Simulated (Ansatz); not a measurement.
Reaction (ligand exchange at a B–C bond): `BSCB[SiH3]` + CH₃SH → `CSB[SiH3]` + `BSC`

Isolated molecules relaxed with PBE0-D4/def2-TZVP in Ansatz; ΔE leaves out vibrations. CBS: MP2 limit from def2 TZ/QZ plus the TZ coupled-cluster correction, frozen cores. This one scheme is used for every species. Functionals use def2-TZVPP. B3LYP here is the variant with VWN-RPA as its local correlation; programs differ in this. Each species was taken in one conformer, which may not be the lowest.

```
             level  ΔE (kJ/mol)
          B3LYP-D4       -114.7
            r2SCAN       -122.2
             B3LYP       -118.0
CCSD(T)/def2-TZVPP       -115.8
```

(1) What does CCSD(T)/CBS give? (Estimate.)

Largest T1 diagnostic among the species: 0.015.

## Answers

(1) Computed: -114.8 kJ/mol. The listed levels differ from it by 0.1, -7.4, -3.2, -1.0 kJ/mol.

From PBE to PBE0 (25 % exact exchange), in def2-TZVPP and without D4, ΔE moves by +4.3 kJ/mol. In def2-TZVPP, CCSD(T) changes the Hartree–Fock value by −11.4 kJ/mol (the triples alone add −4.2 kJ/mol) and MP2 by −15.1 kJ/mol.
